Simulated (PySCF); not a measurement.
An unknown is described by computed data only.

Formula: C5HFN2.

* 13C NMR: chemical shifts (computed TMS as zero) by class: 115.6 (1 C), 110.1 (1 C), 75.1 (1 C), 75.0 (1 C), 69.1 (1 C) ppm [GIAO PBE0/pcSseg-1]
* Triplet: lowest triplet excitation (Tamm–Dancoff): 4.04 eV [TDA PBE0/def2-SVPD]
* NMR, other nuclei: isotropic shieldings of nuclei other than C and H, by class: -57 (1 N), -53 (1 N), 379 (1 F) ppm [GIAO PBE0/pcSseg-1]
* UV, first state: lowest singlet excitation: 4.86 eV (255 nm, f = 0.001) [TDDFT PBE0/def2-SVPD]
* Rotational structure: rotational constants A, B, C: 4.751, 0.950, 0.816 GHz [GFN2-xTB]
* UV, strongest line: among the 6 lowest singlet transitions: S5 at 7.20 eV (172 nm, f = 0.118) [TDDFT PBE0/def2-SVPD]
* Polarisability: 69.3 au [PBE0/def2-SVPD]

Electronic properties: PySCF, gas phase, density fitting. Levels stand in brackets. Geometry: GFN2-xTB; no solvent, vibrations or thermal averaging. NMR classes are plain means over equivalent atoms (diastereotopic ones count apart unless rotation or inversion swaps them), as if these changed places fast.

Task: What is the compound? Reason from the data.

Result: Numbering: `[N:1]#[C:2][C:3]#[C:4][C@@H:5]([F:6])[C:7]#[N:8]`. Its formula, C5HFN2, gives 6 degrees of unsaturation: 0 rings and 6 π bonds in the structure found. 5 carbons fall into 5 classes; from least to most shielded: nitrile carbon [C7] (115.6 ppm), nitrile carbon [C2] (110.1 ppm), alkyne carbon [C3] (75.1 ppm), alkyne carbon [C4] (75.0 ppm), sp3 C–F carbon [C5] (69.1 ppm). The other shieldings belong to: -57 ppm, nitrile nitrogen [N1]; -53 ppm, nitrile nitrogen [N8]; 379 ppm, alkyl fluorine [F6]. S1 is mainly HOMO→LUMO (weight 0.93); the largest Löwdin shares of the orbital it empties are 0.28 on an alkyne carbon, 0.26 on an alkyne carbon, 0.23 on a nitrile nitrogen and 0.14 on a nitrile carbon, of the orbital it fills 0.20 on an alkyne carbon, 0.19 on an alkyne carbon, 0.17 on a nitrile nitrogen and 0.13 on a nitrile carbon. The optimised geometry has point group C1 and is an asymmetric top. Structure: `N#CC#C[C@@H](F)C#N`. The assignments are read from this structure; whether some other isomer fits the data as well wasn't checked. The mirror image fits equally.
